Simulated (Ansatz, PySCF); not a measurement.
Gas-phase reaction (SMILES): CC[Si](Br)(Br)Br [tribromo(ethyl)silane] + C (CH4) + 3 [SiH4] (SiH4) -> CC (C2H6) [ethane] + C[SiH3] + 3 [SiH3]Br; bond separation energy.

Structures are relaxed separately at B3LYP-D3(BJ)/def2-TZVP in Ansatz (a program for electronic structure), one conformer each, not searched for the lowest. Cores are frozen in the correlated levels unless marked. No spin-orbit coupling. Frozen are the shells of the preceding noble gas and the d and f shells that filled before the atom's block. Non-relativistic. CBS(X,Y): correlation extrapolated as X^-3; Hartree-Fock from the larger set. The bracket is a focal-point correction in the basis named. Thermal terms are rigid-rotor harmonic-oscillator values from B3LYP-D3(BJ) frequencies (Ansatz or PySCF) at 298.15 K and 1 atm. 1 Eh = 627.5095 kcal/mol.

```json
[
 {"species": "CC[Si](Br)(Br)Br", "E, RI-MP2/CBS(def2-TZVPPD,def2-QZVPPD)+[CCSD(T)-MP2]/def2-TZVPPD (Ansatz) (Eh)": "-8086.40467", "E, r2SCAN-D4/def2-TZVPD (Ansatz + dftd4) (Eh)": "-8091.27752", "H - E (Eh)": "0.08005", "G - E (Eh)": "0.03180"},
 {"species": "C (CH4)", "E, RI-MP2/CBS(def2-TZVPPD,def2-QZVPPD)+[CCSD(T)-MP2]/def2-TZVPPD (Ansatz) (Eh)": "-40.46135", "E, r2SCAN-D4/def2-TZVPD (Ansatz + dftd4) (Eh)": "-40.49957", "H - E (Eh)": "0.04840", "G - E (Eh)": "0.02728"},
 {"species": "CC (C2H6)", "E, RI-MP2/CBS(def2-TZVPPD,def2-QZVPPD)+[CCSD(T)-MP2]/def2-TZVPPD (Ansatz) (Eh)": "-79.71825", "E, r2SCAN-D4/def2-TZVPD (Ansatz + dftd4) (Eh)": "-79.79874", "H - E (Eh)": "0.07887", "G - E (Eh)": "0.05302"},
 {"species": "C[SiH3]", "E, RI-MP2/CBS(def2-TZVPPD,def2-QZVPPD)+[CCSD(T)-MP2]/def2-TZVPPD (Ansatz) (Eh)": "-330.73694", "E, r2SCAN-D4/def2-TZVPD (Ansatz + dftd4) (Eh)": "-331.17241", "H - E (Eh)": "0.06602", "G - E (Eh)": "0.03705"},
 {"species": "[SiH3]Br", "E, RI-MP2/CBS(def2-TZVPPD,def2-QZVPPD)+[CCSD(T)-MP2]/def2-TZVPPD (Ansatz) (Eh)": "-2863.59532", "E, r2SCAN-D4/def2-TZVPD (Ansatz + dftd4) (Eh)": "-2865.45202", "H - E (Eh)": "0.03025", "G - E (Eh)": "0.00042"},
 {"species": "[SiH4] (SiH4)", "E, RI-MP2/CBS(def2-TZVPPD,def2-QZVPPD)+[CCSD(T)-MP2]/def2-TZVPPD (Ansatz) (Eh)": "-291.46147", "E, r2SCAN-D4/def2-TZVPD (Ansatz + dftd4) (Eh)": "-291.85367", "H - E (Eh)": "0.03520", "G - E (Eh)": "0.01198"}
]
```

Q: Work out ΔE and ΔH, ΔG, ΔS and the equilibrium constant at 298.15 K at the first level, then ΔH at the second.

A: 
1. ΔE = [(-79.71825) + (-330.73694) + 3×(-2863.59532)] - [(-8086.40467) + (-40.46135) + 3×(-291.46147)] = 0.00928 Eh = 5.8 kcal/mol at RI-MP2/CBS(def2-TZVPPD,def2-QZVPPD)+[CCSD(T)-MP2]/def2-TZVPPD.
2. The terms H - E add up to 0.00159 Eh, so ΔH = (0.00928 + (0.00159))×627.5095 = 6.8 kcal/mol.
3. The terms G - E add up to -0.00369 Eh, so ΔG = 3.5 kcal/mol, and ΔS = (0.00159 - (-0.00369))×627509.5/298.15 = 11.1 cal/(mol K).
4. log10 K = -ΔG/(RT ln 10) = -2.6, with RT ln 10 = 1.3642 kcal/mol.
5. At r2SCAN-D4/def2-TZVPD the same steps give ΔE = 6.8 and ΔH = 7.8 kcal/mol, a shift of +1.0 from the first level.
6. These values are not checked against measurement here, since the tables used lack a sound gas-phase enthalpy of formation for at least one species.
